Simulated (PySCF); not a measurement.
Species: sum formula BNH5, charge -1, multiplicity 1. It need not be the lowest isomer of its formula. Whether it binds its extra electron was not tested at this geometry. SMILES: [BH3-]N
Geometry from a B3LYP-D3(BJ)/def2-TZVP (Ansatz) optimisation:
```xyz
7

B     -0.7935     0.0734    -0.0069
N      0.7583    -0.1831     0.0344
H     -1.3106    -0.6699    -0.8536
H     -1.1126     1.2529    -0.2929
H     -1.2830    -0.1883     1.1016
H      1.1939     0.4521     0.6999
H      1.1719     0.0676    -0.8613
```
Charge -1, spin multiplicity 1.

Dispersion corrections to the total energy (kcal/mol) from the dftd3 and dftd4 libraries through PySCF: D3(BJ) without and D4 with the three-body term, each with the damping fitted for the functional named.

| functional | D3(BJ) | D4 |
|---|---|---|
| B2PLYP | … | -1.36 |
| TPSSh | -1.86 | -2.42 |
| BP86 | -2.42 | … |
| revPBE | -4.71 | -7.89 |
| r2SCAN | -0.43 | -0.47 |
| B2GP-PLYP | -0.84 | … |
| TPSS | -2.08 | -2.69 |

Question: Some entries are withheld; supply them.

Answer: 
- B2PLYP, D3(BJ): -1.23
- BP86, D4: -2.45
- B2GP-PLYP, D4: -0.78
